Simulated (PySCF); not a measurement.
## Bond length, frequency and bond energy of GeTe by level of theory

State: ¹Σ⁺ (singlet), closed shell. Set-up: PySCF, scalar-relativistic core potentials, basis sets Ge cc-pVDZ-PP with ECP10, Te cc-pVDZ-PP with ECP28. De refers to Ge + Te in their high-spin ground configurations, without counterpoise correction. A positive dipole means Ge(−)Te(+).

| Level | Re (Å) | ωe (cm⁻¹) | De (eV) | μ (D) |
| --- | --- | --- | --- | --- |
| RHF | 2.330 | 355 | 2.03 | -1.98 |
| RHF-MP2 | 2.368 | 329 | 4.09 | n/a |
| RHF-SCS-MP2 | 2.368 | 329 | 3.91 | n/a |
| RHF-CCSD | 2.362 | 334 | 3.69 | n/a |
| RHF-CCSD(T) | 2.382 | 317 | 3.97 | n/a |
| LDA | 2.352 | 324 | 5.51 | -1.14 |
| PBE | 2.381 | 313 | 4.67 | -1.24 |
| PW91 | 2.380 | 313 | 4.71 | -1.24 |
| r²SCAN | 2.355 | 328 | 4.41 | -1.24 |
| PBE0 | 2.350 | 334 | 4.31 | -1.41 |
| r²SCAN0 | 2.336 | 342 | 4.13 | -1.39 |

**Question.** Which functional lies closest to RHF-CCSD(T) in De, which farthest, and by how much do they differ from it?

**Answer.** Closest is r²SCAN0 (-4.6 pm in Re, +7.9 % in ωe, +0.16 eV in De against RHF-CCSD(T) in the same basis), farthest LDA (-3.0 pm in Re, +2.2 % in ωe, +1.54 eV in De). CCSD(T) converges more slowly with the basis than the functionals do and binds too weakly in this one, so the order can change at the basis-set limit.

**Question.** What does a quarter of exact exchange do here, going from PBE to PBE0?

**Answer.** PBE0 less PBE: -3.1 pm in Re, +6.7 % in ωe, -0.36 eV in De. Exact exchange removes part of the self-interaction that spreads semilocal densities, and in most molecules shortens and stiffens the bond and lowers De; so it does here.

**Question.** What does a quarter of exact exchange do here, going from r²SCAN to r²SCAN0?

**Answer.** r²SCAN0 less r²SCAN: -1.9 pm in Re, +4.3 % in ωe, -0.28 eV in De. Exact exchange removes part of the self-interaction that spreads semilocal densities, and in most molecules shortens and stiffens the bond and lowers De; so it does here.

Measured (Huber and Herzberg, Constants of Diatomic Molecules (1979)): Re = 2.340165 Å, ωe = 323.9 cm⁻¹.

Correlated steps freeze 8 core orbitals. Correlated levels converge slowly with the basis: in double zeta they bind strong bonds too weakly, by up to about 1 eV, and carry superposition errors of some tenths. These are scalar-relativistic numbers at best; spin–orbit coupling would shift them, the dissociation energy most. Where the molecule has an RHF reference, its open-shell atoms are computed with UHF. The CCSD T1 diagnostic is raised, a sign that a single reference may not be enough here.
